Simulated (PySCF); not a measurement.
```xyz
4
charge 0 multiplicity 4, angstrom
Re    0.0000    0.0000    0.0031
O     0.0000    0.0000    1.7064
F     1.7153    0.0000   -0.7349
F    -1.7153    0.0000   -0.7349
```

These are results of UPBE0/[Re def2-SVP with ECP60, O def2-SVP, F def2-SVP], scalar-relativistic core potentials, density fitting, no spin–orbit coupling, PySCF, not measurements.

This geometry of ReOF2 is a stationary point at this level.

Problem. What is the point group?

Solution. C2v.

Problem. Is it a minimum?

Solution. Yes: all harmonic wavenumbers are real.

Problem. Which band is strongest in the infrared?

Solution. 714 cm⁻¹ (b2), 144 km/mol.

Problem. What are the dipole moment and the gap between the highest occupied and lowest empty levels of either spin?

Solution. 1.42 D and 2.82 eV.

Other isomers or separated fragments may lie lower. With open d or f shells other occupations or spin states may lie lower. At this level a doublet minimum of C2v symmetry lies 42 kJ/mol below this structure. No spin–orbit coupling is included, which matters more the heavier the element.
